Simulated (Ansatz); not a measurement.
`[GeH3][Te][GeH3]` + `[GeH3][SeH]` → `[GeH3][Se][GeH3]` + `[GeH3][TeH]` at 298.15 K and 1 bar (ligand exchange at a Ge–Te bond).

Gas-phase electronic energies from Ansatz, PBE0-D4/def2-TZVP geometries. CCSD(T)/CBS adds triple-zeta CCSD(T) − MP2 to the extrapolated MP2 energy (def2 sets, frozen cores). Elements past krypton have def2 core potentials. For Ge, Se, Te outer-core shells are correlated without core-valence functions, which leaves a few kJ/mol of doubt a bond. Scalar relativity is left out up to krypton.

```csv
species,CCSD(T)/CBS energy (Eh),H − E (kJ/mol),S (J/(mol·K))
`[GeH3][Te][GeH3]`,-4423.58669,146.3,385.3
`[GeH3][SeH]`,-4479.23116,96.5,300.6
`[GeH3][Se][GeH3]`,-6556.56757,147.4,372.4
`[GeH3][TeH]`,-2346.24724,93.7,311.2
```

H − E and S are ideal-gas, rigid-rotor, harmonic terms from PBE0-D4/def2-TZVP. 1 Eh = 2625.50 kJ/mol, R = 8.31446 J/(mol·K).

**Question.** By hand: ΔE, ΔH, ΔS and ΔG.

**Answer.** ΔE = (-6556.56757) + (-2346.24724) − (-4423.58669) − (-4479.23116) = 0.00304 Eh = 8.0 kJ/mol. Δ(H − E) = 147.4 + 93.7 − 146.3 − 96.5 = -1.7, so ΔH = 6.3 kJ/mol. ΔS = 372.4 + 311.2 − 385.3 − 300.6 = -2.3 J/(mol·K). ΔG = 6.3 − 298.15 × (-2.3)/1000 = 7.0 kJ/mol.

**Question.** By hand: the equilibrium constant, and the temperature at which ΔG would vanish if ΔH and ΔS stayed fixed.

**Answer.** log₁₀ K = −ΔG/(RT ln 10) = -1.2. ΔH and −TΔS have one sign here, so there is no such temperature. One of them is within its doubt of zero, so this could turn.

The number of gas molecules stays the same, so ΔS is small and ΔH decides. A doubt of 5 kJ/mol in ΔE shifts log₁₀ K by 0.9 here. Modes under 60 cm⁻¹, often nearly free rotors, make the harmonic entropy too high. These are equilibria of isolated gas molecules and say nothing of rates. Largest T1 diagnostic: 0.011 (customary marks: 0.02 for closed shells, 0.045 for open ones).
